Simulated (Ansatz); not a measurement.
Dissociation curve of SeMg, lowest singlet found (which spin is the ground state isn't settled by this scan).

Levels: RHF/cc-pVDZ (Ansatz, a quantum-chemistry and plane-wave program); RMP2 = MP2 on RHF/cc-pVDZ, cores with 3d frozen in Ansatz; RCCSD = CCSD on RHF/cc-pVDZ, cores with 3d frozen (Ansatz); RCCSD(T) = Ansatz with CCSD(T) on RHF/cc-pVDZ, cores with 3d frozen; RCCSDT = CCSDT on RHF/cc-pVDZ, cores with 3d frozen (Ansatz); RCCSDT(Q) = CCSDT(Q) on RHF/cc-pVDZ, cores with 3d frozen in Ansatz; RKS-PBE0 = restricted PBE0/cc-pVDZ run with Ansatz; UKS-PBE0 = unrestricted PBE0/cc-pVDZ in Ansatz; RKS-PBE = restricted PBE/cc-pVDZ in Ansatz; UKS-PBE = unrestricted PBE/cc-pVDZ run with Ansatz; FCI = full CI/cc-pVDZ, cores with 3d frozen (Ansatz).

All curves are set to zero at 2.36 Å and compared with full CI in the same basis at 2.36, 2.46, 2.58, 2.62 Å.

**Question.** Which method stays most parallel to full CI over these points, and which least?

**Answer.** RCCSDT(Q) has the smallest spread and UKS-PBE0 the largest. In order (eV): RCCSDT(Q) 0.0013, RCCSDT 0.0015, RCCSD 0.0040, RCCSD(T) 0.0089, RKS-PBE 0.0448, UKS-PBE 0.0474, RHF 0.0581, RKS-PBE0 0.0954, RMP2 0.1358, UKS-PBE0 0.1469.

Errors against full CI at some of the points (eV):

```
method     2.62 Å
---------  ------
RCCSDT(Q)  -0.001
RCCSDT      0.002
RCCSD      -0.001
RCCSD(T)    0.009
RKS-PBE     0.045
UKS-PBE    -0.047
RHF         0.058
RKS-PBE0    0.095
RMP2        0.136
UKS-PBE0   -0.147
```

The scan ran from 1.88 to 8.82 Å; beyond the distances shown full CI changes its symmetry label. The restricted form behind RHF, RMP2, RKS-PBE0, RKS-PBE keeps the bonding electrons paired and can't separate into open-shell fragments. The unrestricted determinant behind UKS-PBE0 is spin-contaminated at 2.36 to 2.62 Å (<S²> up to 1.0, against 0.00 for a pure singlet). The unrestricted determinant behind UKS-PBE is spin-contaminated at 2.36 to 2.62 Å (<S²> up to 0.6, against 0.00 for a pure singlet). Also computed but left out beside FCI, since their determinant holds another spin at the minimum (<S²> over 0.7 above the pure value): UHF, UMP2, UCCSD, UCCSD(T), UCCSDT, UCCSDT(Q), UMP2/6-31G*, UHF/3-21G.
